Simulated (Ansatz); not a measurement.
Start from `[Cl][InH][Cl]` and change one atom or group to get `[Cl][InH2]`.

Ansatz, PBE0-D4/def2-TZVP geometries, multiplicity 1. 

Elements past krypton have def2 core potentials.

```json
{"property": "ideal-gas entropy at 298 K and 1 bar (rigid rotor, harmonic PBE0-D4/def2-TZVP) / J/(mol·K)", "`[Cl][InH][Cl]`": "313"}
{"property": "LUMO energy (B3LYP/def2-TZVPP) / eV", "`[Cl][InH][Cl]`": "-2.23"}
{"property": "size of the dipole moment (PBE/def2-TZVPP) / D", "`[Cl][InH][Cl]`": "2.40"}
{"property": "size of the dipole moment (ωB97M-V/def2-TZVPP) / D", "`[Cl][InH][Cl]`": "2.56"}
{"property": "HOMO energy (PBE0/def2-TZVPP) / eV", "`[Cl][InH][Cl]`": "-8.92"}
{"property": "HOMO–LUMO gap (ωB97M-V/def2-TZVPP) / eV", "`[Cl][InH][Cl]`": "10.76"}
```

Q: What does the change do to each property? (Best estimate.)

A: Ansatz gave: 
```tsv
property	`[Cl][InH2]`	shift
ideal-gas entropy at 298 K and 1 bar (rigid rotor, harmonic PBE0-D4/def2-TZVP) / J/(mol·K)	276	-37
LUMO energy (B3LYP/def2-TZVPP) / eV	-2.27	-0.04
size of the dipole moment (PBE/def2-TZVPP) / D	2.65	0.25
size of the dipole moment (ωB97M-V/def2-TZVPP) / D	2.86	0.30
HOMO energy (PBE0/def2-TZVPP) / eV	-8.20	0.72
HOMO–LUMO gap (ωB97M-V/def2-TZVPP) / eV	9.96	-0.80
```

Dipoles are sizes alone; their direction can turn.

B3LYP here is the variant with VWN-RPA as its local correlation; programs differ in this.
